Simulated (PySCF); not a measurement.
Cu(H) cation (CuH), SMILES [CuH] (connectivity only; charge and spin as stated), charge +1, multiplicity 2.

Coordinates come from a PBE0-D3(BJ)/def2-TZVPD optimisation. The spin state was assumed, not searched.

Computed with PBE0-D3(BJ)/def2-TZVPD run with PySCF.

Frequencies are harmonic and unscaled.

```json
[
 {"mode": "1", "ν (cm⁻¹)": "1643", "IR (km/mol)": "199.1", "moving atoms (share of kinetic energy)": "H 98 %"}
]
```
